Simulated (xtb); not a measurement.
Cl3Ga, charge -1, doublet, geometry from GFN2-xTB (such geometries of metal compounds can be far from the true shape) (a state made from the parent by changing its charge; the spin is typed, not shown lowest).

Input for xtb:
```
$ xtb mol.xyz --gfn 2 --chrg -1 --uhf 1 --hess --json

# file mol.xyz
4

Ga    -0.17281014     0.17703508     0.45753847
Cl    -1.66578596    -1.23426882    -0.51100727
Cl     0.20082140     1.87173581    -1.00780288
Cl     1.78008893    -0.96029567     0.68447530
```

### Question
Give the zero-point energy at the level xtb with GFN2-xTB.

### Answer
1.4 kcal/mol

### Question
Estimate the harmonic frequencies (imaginary ones negative) that GFN2-xTB returns for this input.

### Answer
77, 77, 91, 242, 242, 252 cm⁻¹

### Question
Predict the total energy from GFN2-xTB.

### Answer
-15.2816 Eh
